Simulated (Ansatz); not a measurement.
Computed with Ansatz on PBE0-D4/def2-TZVP structures; ΔE is electronic, products minus reactants. CCSD(T)/CBS adds triple-zeta CCSD(T) − MP2 to the extrapolated MP2 energy (def2 sets, frozen cores). This one scheme is used for every species. Functionals use def2-TZVPP. For Ti outer-core shells are correlated without core-valence functions, which leaves a few kJ/mol of doubt a bond. Scalar relativity is left out up to krypton. Each species was taken in one conformer, which may not be the lowest.

`C[SiH2]O` + `[SH][Ti]([Cl])([Cl])[Cl]` → `C[SiH2][S][Ti]([Cl])([Cl])[Cl]` + H₂O  (ligand exchange at the Si–O bond)

```csv
species,r2SCANh energy (Eh)
`C[SiH2]O`,-406.44637
`[SH][Ti]([Cl])([Cl])[Cl]`,-2629.01426
`C[SiH2][S][Ti]([Cl])([Cl])[Cl]`,-2959.03673
H₂O,-76.41862
```

(1) Work out ΔE.

(2) What do rigid-rotor, harmonic-oscillator terms from PBE0-D4/def2-TZVP frequencies (298.15 K, 1 bar) make of the CCSD(T)/CBS value? (An estimate is asked.)

Largest T1 diagnostic among the species: 0.026, so the coupled-cluster value is less sure than usual.

## Answers

(1) ΔE = (-2959.03673) + (-76.41862) − (-406.44637) − (-2629.01426) = 0.00528 Eh = +13.9 kJ/mol. CCSD(T)/CBS gives +2.2 kJ/mol.

(2) Ansatz gave: ΔZPE = +4.9 kJ/mol, ΔH = +10.2 kJ/mol, ΔS = -28 J/(mol·K), ΔG = +18.5 kJ/mol. Modes under 50 cm⁻¹ make the entropy rough.

The D4 term adds −20.5 kJ/mol with B3LYP and −11.9 kJ/mol with PBE0; it sums over pairs of atoms, weighted by their polarisabilities, and B3LYP, whose exchange is more repulsive, gets the larger term. Leaving LDA and LC-ωPBE aside and taking each functional with its dispersion term where it has one, the values, not all of them listed here, spread over 24.4 kJ/mol, from revPBE-D4 to CAM-B3LYP-D4. LDA lies −5.2 kJ/mol from PBE without D4.

B3LYP here is the variant with VWN-RPA as its local correlation; programs differ in this.
